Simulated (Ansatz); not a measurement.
System: SiH2Cl, charge 0, doublet. SiH2Cl (SMILES [SiH2]Cl, doublet).
B3LYP-D3(BJ)/def2-TZVP minimum from Ansatz (a quantum-chemistry and plane-wave program):
```xyz
4

Si     0.8482    -0.5964     0.0451
Cl    -0.7918     0.6599    -0.0481
H      0.7777    -1.3629     1.3143
H      0.8078    -1.5048    -1.1282
```
Charge 0, spin multiplicity 2.

Property: atomisation energy (electronic, to ground-state atoms), in kcal/mol. Open shells are spin-unrestricted; no spin-orbit coupling. CBS(X,Y): correlation extrapolated as X^-3, Hartree-Fock from the larger set (Q,5: extrapolated as (X+1)exp(-9√X)). A bracket is a step between two methods taken in the basis named. The functionals are non-relativistic, so their misses hold any scalar relativity. Double hybrids freeze cores in their MP2 part. '+ core + X2C': CCSD(T) terms for core correlation (cc-pwCVTZ, 1s frozen past Ne) and scalar relativity (cc-pVTZ-DK). Where a partner has so few electrons that a lower coupled-cluster level is exact, that level stands in.

CCSD(T)/CBS(cc-pV(Q+d)Z,cc-pV(5+d)Z) + [CCSDT(Q) - CCSD(T)]/cc-pV(T+d)Z + core + X2C (Ansatz) gives 242.9 kcal/mol.

What does PBE/def2-TZVPD (Ansatz) give here, and how do the other levels compare?

PBE gives 241.4 kcal/mol, 1.5 kcal/mol below it. Differences of the others: PBE0/def2-TZVPD (Ansatz) -2.3; wB97M-V/def2-TZVPD (Ansatz) 0.1; B2PLYP/def2-TZVPD (Ansatz) -4.6; CCSD(T)/CBS(cc-pV(Q+d)Z,cc-pV(5+d)Z) + core + X2C (Ansatz) 0.0 kcal/mol. Nearer than PBE: wB97M-V/def2-TZVPD, CCSD(T)/CBS(cc-pV(Q+d)Z,cc-pV(5+d)Z) + core + X2C.
